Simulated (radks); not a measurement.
The fluorine ion F+ inside a hard spherical wall (all orbitals vanish at R), configuration held at [He] 2s2 2p4 and not refilled when levels cross. All-electron calculation, non-relativistic Kohn-Sham, LDA (Slater exchange, VWN5 correlation), spin-polarised, spherical densities, point nucleus; open shells are filled with parallel spins first. Program: a radial shooting solver on a logarithmic mesh with Libxc functionals. Eigenvalues in eV for spin up, with the zero of energy where the potential of the charges vanishes at infinity; a dash marks a level that is unbound or too diffuse for the functional's potential to be trusted. A positive occupied level is held by the wall or, in an anion where self-interaction has pushed it up, behind a barrier. The pressure on the wall is -dE/dV.

R (bohr) = free: E (hartree) -98.45043; kinetic (hartree) 98.069; e(1s) -679.41; e(2s) -48.511; e(2p) -30.029; e(3s, empty) -6.444; e(3p, empty) -3.884; pressure (GPa) 0
R (bohr) = 15: E (hartree) -98.45043; kinetic (hartree) 98.069; e(1s) -679.41; e(2s) -48.511; e(2p) -30.029; e(3s, empty) -6.444; e(3p, empty) -3.881; pressure (GPa) < 0.0001
R (bohr) = 12: E (hartree) -98.45043; kinetic (hartree) 98.069; e(1s) -679.41; e(2s) -48.511; e(2p) -30.029; e(3s, empty) -6.442; e(3p, empty) -3.857; pressure (GPa) < 0.0001
R (bohr) = 10: E (hartree) -98.45043; kinetic (hartree) 98.069; e(1s) -679.41; e(2s) -48.511; e(2p) -30.029; e(3s, empty) -6.427; e(3p, empty) -3.770; pressure (GPa) < 0.0001
R (bohr) = 6: E (hartree) -98.45041; kinetic (hartree) 98.070; e(1s) -679.41; e(2s) -48.509; e(2p) -30.027; e(3s, empty) -5.538; e(3p, empty) -1.993; pressure (GPa) 0.00381
R (bohr) = 4: E (hartree) -98.44588; kinetic (hartree) 98.113; e(1s) -679.13; e(2s) -48.327; e(2p) -29.824; e(3s, empty) 0.431; e(3p, empty) 5.648; pressure (GPa) 1.77
R (bohr) = 1.5: E (hartree) -94.26074; kinetic (hartree) 112.643; e(1s) -630.93; e(2s) -7.559; e(2p) 11.752; e(3s, empty) 220.27; e(3p, empty) 198.21; pressure (GPa) 13000
